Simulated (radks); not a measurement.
Values are calculated unless marked as measured or tabulated.
Ionisation of Al, [Ne] 3s2 3p1, to Al+, [Ne] 3s2, under several functionals. Non-relativistic Kohn-Sham, spin-polarised, spherical densities, point nucleus; open shells are filled with parallel spins first; a radial shooting solver on a logarithmic mesh with Libxc functionals.

[
 {"functional": "TPSS", "E(Al) (hartree)": "-242.38050", "Exc (hartree)": "-18.55897", "IE (eV)": "5.940", "-e(HOMO) (eV)": "3.008", "<r> HOMO (bohr)": "3.355", "IE error (eV)": "-0.046"},
 {"functional": "PW91", "E(Al) (hartree)": "-242.34977", "Exc (hartree)": "-18.52256", "IE (eV)": "6.001", "-e(HOMO) (eV)": "3.045", "<r> HOMO (bohr)": "3.398", "IE error (eV)": "+0.015"},
 {"functional": "exchange-only B88", "E(Al) (hartree)": "-241.88286", "Exc (hartree)": "-18.03695", "IE (eV)": "5.347", "-e(HOMO) (eV)": "2.494", "<r> HOMO (bohr)": "3.534", "IE error (eV)": "-0.639"},
 {"functional": "exchange-only PBE", "E(Al) (hartree)": "-241.78747", "Exc (hartree)": "-17.93498", "IE (eV)": "5.353", "-e(HOMO) (eV)": "2.505", "<r> HOMO (bohr)": "3.574", "IE error (eV)": "-0.632"},
 {"functional": "BLYP", "E(Al) (hartree)": "-242.38021", "Exc (hartree)": "-18.55112", "IE (eV)": "5.774", "-e(HOMO) (eV)": "2.775", "<r> HOMO (bohr)": "3.425", "IE error (eV)": "-0.212"},
 {"functional": "LDA (Slater exchange, Perdew-Zunger correlation)", "E(Al) (hartree)": "-241.31399", "Exc (hartree)": "-17.44479", "IE (eV)": "5.992", "-e(HOMO) (eV)": "3.009", "<r> HOMO (bohr)": "3.393", "IE error (eV)": "+0.007"},
 {"functional": "r2SCAN", "E(Al) (hartree)": "-242.32933", "Exc (hartree)": "-18.51129", "IE (eV)": "5.908", "-e(HOMO) (eV)": "3.065", "<r> HOMO (bohr)": "3.365", "IE error (eV)": "-0.078"},
 {"functional": "exchange-only r2SCAN", "E(Al) (hartree)": "-241.87649", "Exc (hartree)": "-18.04527", "IE (eV)": "5.245", "-e(HOMO) (eV)": "2.528", "<r> HOMO (bohr)": "3.451", "IE error (eV)": "-0.741"},
 {"functional": "revTPSS", "E(Al) (hartree)": "-242.27959", "Exc (hartree)": "-18.44948", "IE (eV)": "5.925", "-e(HOMO) (eV)": "2.999", "<r> HOMO (bohr)": "3.346", "IE error (eV)": "-0.060"}
]

NIST Atomic Spectra Database: 5.986 eV (measured). Closest: LDA (Slater exchange, Perdew-Zunger correlation). The Delta-SCF values span 0.76 eV, the total energies 1.07 hartree. The highest occupied level is 3p. Open shells are spherical and high-spin; term and fine-structure splittings are not resolved.
